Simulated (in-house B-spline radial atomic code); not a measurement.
**PBE hybrid excitations of Be III (Be2+)**

Method: PBE hybrid with 0.4 exact exchange. Computed with a B-spline radial code for spherical atoms: linear response of the closed shell 1s2 with the functional's adiabatic kernel; non-relativistic, point nucleus, no spin-orbit coupling, no double excitations, S, P, D and F terms only.

Command:
```bash
python run_td.py task.json out
```
Settings (radii: box in bohr, nucleus in fm):
```
Z                        4
electrons                2
configuration            1s2
hamiltonian              nr
method                   pbeh
box_radius               29.48
exact_exchange_fraction  0.4
intervals                47
```

Time taken, with all properties: 0.1 s on 1 thread of Arm Neoverse N1 (shared host).

The lowest states, in the order of their Tamm-Dancoff energies; the method's threshold (minus the highest occupied level) is 141.36 eV. Labels give the largest channel, * marks a mixed state, and oscillator strengths are full-response dipole values. Semilocal kernels can invert the small singlet-triplet splittings of Rydberg terms. Energies in eV:

| state | full response | Tamm-Dancoff | oscillator strength |
| --- | --- | --- | --- |
| 1s → 2s 3S | 114.01 | 114.04 | - |
| 1s → 2s 1S | 116.99 | 117.05 | - |
| 1s → 2p 3P | 117.53 | 117.55 | - |
| 1s → 2p 1P | 119.20 | 119.22 | 0.464 |
| 1s → 3s 3S | 130.77 | 130.78 | - |
| 1s → 3s 1S | 131.43 | 131.45 | - |
| 1s → 3p 3P | 131.70 | 131.71 | - |
| 1s → 3p 1P | 132.10 | 132.11 | 0.097 |
| 1s → 3d 3D | 132.42 | 132.42 | - |
| 1s → 3d 1D | 132.43 | 132.43 | - |
| 1s → 4s 3S | 135.71 | 135.72 | - |
| 1s → 4s 1S | ? | ? | - |
| 1s → 4p 3P | 136.08 | 136.09 | - |
| 1s → 4p 1P | ? | ? | ? |
| 1s → 4d 3D | 136.35 | 136.35 | - |
| 1s → 4d 1D | 136.36 | 136.36 | - |

(1) Where does 1s → 4p 1P lie?

(2) Where does 1s → 4s 1S lie?

(3) How large is the singlet-triplet splitting of 1s → 2s (S terms) in Tamm-Dancoff?

(4) What polarisabilities and dispersion coefficient does the method give?

## Answers

(1) At 136.25 eV in full response, 136.25 eV in Tamm-Dancoff, oscillator strength 0.0374.

(2) At 135.97 eV in full response, 135.98 eV in Tamm-Dancoff.

(3) 3.01 eV, from the unrounded values.

(4) Dipole 0.05371 bohr³, quadrupole 0.0164 bohr⁵, C6 0.01162 hartree·bohr⁶ for two such species.
